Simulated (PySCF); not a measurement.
Positional isomers: propene boryl. Gas-phase values, no solvent. One relaxed conformer stands for each flexible species; it need not be the lowest. Strings in code marks are SMILES.

The HOMO–LUMO gap from two functionals at the same geometries (PBE0-D4/def2-TZVP), both in PySCF: PBE-D3(BJ)/def2-TZVP and PBE0-D4/def2-TZVP. 

```
species    PBE-D3(BJ)/def2-TZVP (eV)  PBE0-D4/def2-TZVP (eV)
---------  -------------------------  ----------------------
`BC(C)=C`                       3.98                    5.99
`C/C=C/B`                       4.21                    6.20
`B/C=C\C`                       4.02                    6.00
`BCC=C`                         3.78                    5.94
```

Over these rows, drawn at random from the members with no instability flagged (it was tested for open shells, ions and some series alone), PBE minus PBE0-D4: mean -2.03 eV, from -2.16 eV to -1.98 eV.
